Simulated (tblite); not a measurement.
H₃B (SMILES B), singlet, geometry from GFN2-xTB; tblite with GFN1-xTB.

Input for tblite:
```
$ tblite run mol.xyz --method gfn1 --charge 0 --spin 0 --efield 0,0,0.1 --json tblite.json --no-restart

# file mol.xyz
4

B      0.00000000     0.00000000    -0.00000000
H     -1.13586369    -0.05694986    -0.25006823
H      0.42206688    -0.56959653     0.92378735
H      0.71379681     0.62654639    -0.67371912
```

It wrote (shortened):

```
xTB calculator
 | screened Coulomb repulsion
 | Coulomb electrostatics
 |  * isotropic Klopman-Ohno-Mataga-Nishimoto electrostatics
 |  * onsite third-order electrostatics
 | DFT-D3(BJ) dispersion correction
 | Interactions (1)
 | [1] electric field

halogen bonding energy    0.0000000000000E+00 Eh
repulsion energy          4.2445330826286E-02 Eh
dispersion energy        -3.1905178802011E-04 Eh
interaction energy        0.0000000000000E+00 Eh
number of electrons       6.0000000000000E+00 e
integral cutoff           2.1261634374110E+01 bohr

------------------------------------------------------------
  cycle        total energy    energy error   density error
------------------------------------------------------------
      1     -2.940449764923  -2.9825760E+00   2.8327010E-01
      2     -2.942329076001  -1.8793111E-03   1.6887180E-01
      3     -2.942498639531  -1.6956353E-04   2.2246174E-02
      4     -2.942594901520  -9.6261989E-05   1.7799749E-02
      5     -2.942781301188  -1.8639967E-04   4.3152715E-04
      6     -2.942781414863  -1.1367431E-07   2.5110591E-05
      7     -2.942781415095  -2.3203439E-10   9.2504015E-06
------------------------------------------------------------

electronic energy        -2.9849076941329E+00 Eh
total energy             -2.9427814150946E+00 Eh

Post processing:
 | Mayer-Wiberg bond orders

[Info] JSON dump of results written to 'tblite.json'
```
